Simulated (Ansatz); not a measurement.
BBr2 (SMILES Br[B]Br) moved off its minimum; all values from Ansatz (an electronic-structure program), cores frozen in correlated methods. Open shells are unrestricted.
(charge 0, multiplicity 2)
```xyz
3

Br    -1.5399    -0.1353    -0.0570
B     -0.1290     0.7946     0.1401
Br     1.6163    -0.0665     0.0856
```

```tsv
level	largest force (eV/Å)	on atom	rms difference from CCSD(T)/aug-cc-pVTZ (eV/Å)	dipole (D)
HF/def2-TZVPP	6.11	Br1	0.109	1.27
PBE/def2-TZVPP	5.59	Br1	0.126	1.32
r2SCAN/def2-TZVPP	5.52	Br1	0.152	1.29
B3LYP/def2-TZVPP	5.58	Br1	0.142	1.30
wB97M-V/def2-TZVPP	5.43	B2	0.205	1.33
MP2/aug-cc-pVTZ	5.65	Br1	0.104	1.33
CCSD(T)/aug-cc-pVTZ	5.86	Br1	0.000	1.30
```

The differences count from one level among others, with limits of its own. Forces at CCSD(T)/aug-cc-pVTZ (eV/Å):

```tsv
atom	Fx	Fy	Fz
Br1	-5.117	-2.786	-0.628
B2	5.225	2.258	0.554
Br3	-0.108	0.528	0.074
```
